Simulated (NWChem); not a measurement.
**Basis-set convergence for CH₄OSi**

```xyz
7

Si    -0.9730     0.7474     0.0000
H      0.1818     1.7951     0.0000
O     -0.0175    -0.6172     0.0000
C      1.3830    -0.7932     0.0000
H      1.6834    -1.3686     0.8918
H      1.6834    -1.3686    -0.8918
H      1.9157     0.1755     0.0000
```
Charge 0, spin multiplicity 1.

Program: NWChem. The geometry was optimised at B3LYP/def2-SVP, a minimum by its harmonic frequencies. It is one conformer; others weren't searched.

Quantity: vertical ionisation energy at the level ΔPBE0 (Δ: difference of total energies, the cation a doublet at the parent's geometry with its hole in an orbital of symmetry a' (Cs labels); it is the state that the SCF runs reached, from PBE0 orbitals for Hartree-Fock references, and need not be the lowest).

The Pople sets run with spherical d functions. The structure started from a generated list of species. The stability of the SCF solutions was not checked.

Relative cost: rough, from shared machines, SCF included, 3-21G = 1.

| basis | functions | vertical ionisation energy (eV) | relative cost |
|---|---|---|---|
| 3-21G | 39 | … | 1 |
| 6-31+G* | 66 | … | 3 |
| cc-pVDZ | 66 | 8.88 | under 3 |
| def2-SVP | 66 | 8.88 | under 3 |
| def2-SVPD | 99 | 8.91 | 3 |
| aug-cc-pVDZ | 109 | 8.92 | 7 |
| def2-TZVP | 123 | 8.91 | 4 |
| pcseg-2 | 150 | 8.92 | 5 |
| def2-TZVPD | 156 | 8.92 | 20 |

Question: Fill in the missing entries.

Answer: 
- 3-21G, vertical ionisation energy (eV): 8.84
- 6-31+G*, vertical ionisation energy (eV): 8.95
